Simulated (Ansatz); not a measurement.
Gas-phase reaction in SMILES: C[Si](C)(Br)Br -> C[Si](C)Br + Br atom (the Br-Si bond at the site shown breaks; other sites are not compared here)
Each molecule is optimised on its own at B3LYP-D3(BJ)/def2-TZVP (Ansatz, a quantum-chemistry and plane-wave program). Frequencies are from Ansatz.

Quantity: bond dissociation energy (enthalpy at 298 K, with B3LYP-D3(BJ) rigid-rotor harmonic-oscillator terms), in kJ/mol. Correlated levels leave the core frozen unless marked. UHF or UKS for open shells. Spin-orbit coupling is left out. Frozen are the shells of the preceding noble gas and the d and f shells that filled before the atom's block. No relativistic terms. CBS marks a two-point X^-3 extrapolation of the correlation energy; Hartree-Fock from the larger set. [CCSD(T)-MP2]/basis is that difference in the basis named.

```json
[
 {"level": "HF/6-31G*", "program": "Ansatz", "bond dissociation energy (kJ/mol)": "298.3", "minus last row": "-124.3"},
 {"level": "revPBE-D4/def2-TZVPD", "program": "Ansatz + dftd4", "bond dissociation energy (kJ/mol)": "398.2", "minus last row": "-24.4"},
 {"level": "HSE06-D3(BJ)/def2-TZVPD", "program": "Ansatz + dftd3", "bond dissociation energy (kJ/mol)": "412.3", "minus last row": "-10.3"},
 {"level": "HSE06-D4/def2-TZVPD", "program": "Ansatz + dftd4", "bond dissociation energy (kJ/mol)": "412.3", "minus last row": "-10.3"},
 {"level": "LC-wPBE-D3(BJ)/def2-TZVPD", "program": "Ansatz + dftd3", "bond dissociation energy (kJ/mol)": "408.7", "minus last row": "-13.9"},
 {"level": "LC-wPBE/def2-TZVPD", "program": "Ansatz", "bond dissociation energy (kJ/mol)": "398.4", "minus last row": "-24.2"},
 {"level": "B2GP-PLYP-D3(BJ)/def2-TZVPD", "program": "Ansatz + dftd3", "bond dissociation energy (kJ/mol)": "415.1", "minus last row": "-7.5"},
 {"level": "PBE-QIDH/def2-TZVPD", "program": "Ansatz", "bond dissociation energy (kJ/mol)": "417.9", "minus last row": "-4.7"},
 {"level": "CCSD(T)/STO-3G", "program": "Ansatz", "bond dissociation energy (kJ/mol)": "389.5", "minus last row": "-33.1"},
 {"level": "RI-MP2/CBS(def2-TZVPP,def2-QZVPP)+[CCSD(T)-MP2]/def2-TZVPP", "program": "Ansatz", "bond dissociation energy (kJ/mol)": "422.6", "minus last row": "0.0"}
]
```
